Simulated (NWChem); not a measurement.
System: CH4Sn, singlet; SMILES [CH3][SnH]

NWChem input:

```
start job
memory heap 200 mb stack 900 mb global 1100 mb
geometry units angstroms noautoz
  Sn    -0.040819     0.341030     0.002662
  H      1.765200     0.398496     0.005234
  C     -0.019954    -1.883794     0.002467
  H      0.534053    -2.245382     0.895048
  H      0.536642    -2.245248    -0.888539
  H     -1.038068    -2.317746     0.001037
end
basis spherical
  * library def2-tzvp
end
ecp
  Sn library def2-ecp
end
dft
  xc xpbe96 cpbe96
  iterations 150
  mulliken
end
task dft energy
```

Low-valent species are run as closed-shell singlets; no triplet was tried in these runs. Coordinates come from a PBE-D3(BJ)/def2-SVP optimisation. def2 effective core potentials on Sn; no spin-orbit coupling.

What results follow from this input? (PBE/def2-TZVP with def2 effective core potentials on Sn.) Quantities: energy (Ha); highest occupied level (eV); orbital gap (eV); dipole (D).


```yaml
energy (Ha): -254.73
highest occupied level (eV): -5.32
orbital gap (eV): 1.91
dipole (D): 0.62
```
